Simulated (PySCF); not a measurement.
Compound: C₆H₅PS.
Numbering: `[CH:1]#[C:2][PH:3][c:4]1[cH:5][cH:6][cH:7][s:8]1`

Definitions: NICS(0) = −σiso at the ring centroid; NICS(1) = −σiso and NICS(1)zz = −σzz at ±1 Å along the ring normal z. Level: GIAO HF/pcSseg-1 (PySCF, non-relativistic, gas phase) on the PBE0-D3(BJ)/def2-SVP geometry, one conformer.

Ring bond lengths (Å): C4–C5 1.377, C5–C6 1.420, C6–C7 1.373, C7–S8 1.712, S8–C4 1.728.

Give the NICS values of each ring in ppm.

| ring | type | NICS(0) | NICS(1), two faces | NICS(1)zz, two faces | rms pucker (Å) | centre to ring atoms, mean (Å) |
| --- | --- | --- | --- | --- | --- | --- |
| C4–C5–C6–C7–S8 | 5-membered ring with S; formal bonds all aromatic | -13.2 | -11.9 / -12.1 | -27.4 / -28.0 | 0.00 | 1.29 |

What can be read from them?

- C4–C5–C6–C7–S8: mean NICS(1)zz -27.7 ppm, shielded, aromatic by this magnetic criterion (flat ring, no four-coordinate atom).

What does the geometric index give? Use HOMA with the parameters of Krygowski (1993).

- C4–C5–C6–C7–S8: HOMA 0.86; the largest term is that of C5–C6, α(R − Ropt)² = 0.26. The geometric and the magnetic index point the same way.

At the second NICS(1) probe listed for ring C4–C5–C6–C7–S8, 1 Å off the ring, what do the in-plane components average?

The isotropic value is a third of the trace: (3 × -12.1 − (-28.0))/2 = -4.1 ppm.

How shielded are the nuclei of the rings and their hydrogens (means over atoms taken as equivalent)?

```csv
atoms,environment,σ isotropic (ppm)
C4,substituted aromatic carbon,50.1
C5,aromatic CH carbon,45.7
C6,aromatic CH carbon,57.8
C7,aromatic CH next to a ring sulfur,45.1
S8,thiophene-type sulfur,306.0
H on C5,aromatic hydrogen,23.69
H on C6,aromatic hydrogen,24.43
H on C7,aromatic hydrogen,24.13
```

How do the values depend on the level or the medium?

| level | NICS(0), C4–C5–C6–C7–S8 | mean NICS(1)zz, C4–C5–C6–C7–S8 |
| --- | --- | --- |
| HF/pcSseg-1, gas | -13.2 | -27.7 |
| PBE0/pcSseg-1, gas | -12.7 | -27.5 |
| PBE0/pcSseg-1, IEF-PCM acetone | -12.5 | -27.4 |
| PBE0/pcSseg-1, IEF-PCM dimethylsulfoxide | -12.4 | -27.4 |

The geometry is the same throughout; the continuum's cavity takes Bondi-type radii × 1.2.

The values belong to the conformer `[CH:1]#[C:2][PH:3][c:4]1[cH:5][cH:6][cH:7][s:8]1`: C2–P3–C4–C5 25°.
